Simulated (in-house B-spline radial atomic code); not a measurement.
Results of a calculation; reference values are marked as such.
**Hot electrons crossing n-type InAs, n = 1.23e16 cm⁻³: losses to the electron gas**

For InAs the NSM archive of the Ioffe Institute lists m* = 0.023 m0, ε = 15.15 and an optical phonon energy of 30 meV.

The electrons form a uniform gas at zero temperature with Lindhard's dielectric function (RPA). An added electron of energy E, from the band bottom, collides once per mean free path λ, with 1/λ = (1/πE) ∫dω ∫dq/q Im(−1/ε(q, ω)), in atomic (or effective) units, with ω up to E − E_F and q between √(2E) ∓ √(2(E − ω)); electron-hole pairs and the plasmon pole are integrated apart. No exchange between the two electrons. One parabolic band and the static dielectric constant; phonons, their coupling to plasmons and impurity scattering are left out.

(1) Find the scales.

```csv
E − E_F (meV),λ (nm),share of plasmon losses,lifetime (fs)
8.47,849,0.00,1670
11,458,0.18,839
13.6,309,0.30,532
16.9,273,0.36,437
21.2,267,0.40,396
27.1,277,0.44,376
33.9,297,0.47,370
50.8,357,0.52,375
76.2,449,0.56,395
```

(2) Electrons are injected 27.1 meV above E_F into a base 30 nm thick. What share crosses without exciting the gas, and how long does the crossing take?

Answers

(1) a* = 34.86 nm and Ha* = 2.727 meV, and this density means r_s = 0.77. k_F = 1.91916/r_s = 2.4924, so E_F = 8.47 meV, and the zero-temperature picture needs T well below 98 K. ω_p = √(3/r_s³) = 2.563 Ha* = 6.99 meV, 0.23 times the phonon energy. Plasmon emission opens at E − E_F = 10.6 meV.

(2) exp(−30/277) = 0.897. The speed is √(2E) = 5.108 in units of Ha* a*/ħ, or 0.738 nm/fs, so the transit takes 40.7 fs, against a lifetime of 376 fs. Optical phonons can't be emitted this near E_F; impurity scattering lowers the share further.
